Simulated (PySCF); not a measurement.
## Polarisability and C₆ of Sb³⁺ (antimony, charge +3)

[Kr] 4d10 5s2, closed-shell 1S. Computed with PySCF 2.14 in aug-cc-pVQZ-PP with one added diffuse shell each of s, p, d, f, g type with ECP28MDF (8s8p6d4f3g, 117 functions), with a scalar-relativistic core potential. Coupled (time-dependent) response in atomic units; α is the mean over directions.

```csv
method,mean α (bohr³),C₆ (like pair),S(−4)
UHF,12.12,56.46,60.82
PBE,10.18,46.19,40.12
PBE0,10.64,48.57,44.65
```

S(−4) is the Cauchy moment in α(ω) = α(0) + S(−4) ω² + …

α(iu) at PBE:

```
u (hartree)  α(iu) (bohr³)
          0          10.18
     0.0500          10.08
      0.100          9.799
      0.200          8.829
      0.300          7.634
      0.500          5.518
      0.750          3.840
       1.00          2.875
       1.50          1.869
       2.00          1.350
       3.00         0.8117
       5.00         0.3801
```

A single London oscillator, α(iu) = α/(1 + u²/ω²), gives C₆ = (3/4) ω α². Matching the computed C₆ needs ω = 4 × 46.19 / (3 × 10.18²) = 0.594 hartree.

For an ion, C₆ is the dispersion term alone; charge-induced terms of lower order in 1/R come first.

Energies and moments cover only the electrons outside the core potential.
